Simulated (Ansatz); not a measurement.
Isomers of In5Sn5⁻ (singlet), relaxed with PBE-D4/def2-SVP; total energies from Ansatz at PBE0-D4/def2-SVP.

```
isomer                                                                                              description  energy (Eh)
     A   point group not assigned; 8 × In–Sn 2.94 to 3.33 Å; 6 × Sn–Sn 2.93 to 3.13 Å; 5 × In–In 2.93 to 3.19 Å  -2022.73478
     B  point group not assigned; 11 × In–Sn 2.87 to 3.35 Å; 6 × In–In 3.01 to 3.26 Å; 5 × Sn–Sn 2.88 to 3.31 Å  -2022.72508
```

In the def2 sets In, Sn take a core potential; there is no spin–orbit coupling.

The isomers come from a short search, and lower ones may exist.

Question: Work out the relative energies (1 Eh = 2625.5 kJ/mol) and the Boltzmann populations at 800 K from electronic energies alone (R = 8.314 J/mol/K).

Answer: ΔE: A 0.0, B 25.5 kJ/mol. RT = 6.65 kJ/mol. Factors exp(−ΔE/RT): A 1, B 0.0216; sum 1.022. Populations: A 97.9 %, B 2.1 %. Zero-point energy, vibrational entropy and symmetry numbers are left out and can shift these; an error of 4 kJ/mol changes a ratio by a factor of 1.8. Over the other density-functional and correlated levels in def2 sets, the gap between A and B ranges from 24 to 30 kJ/mol.
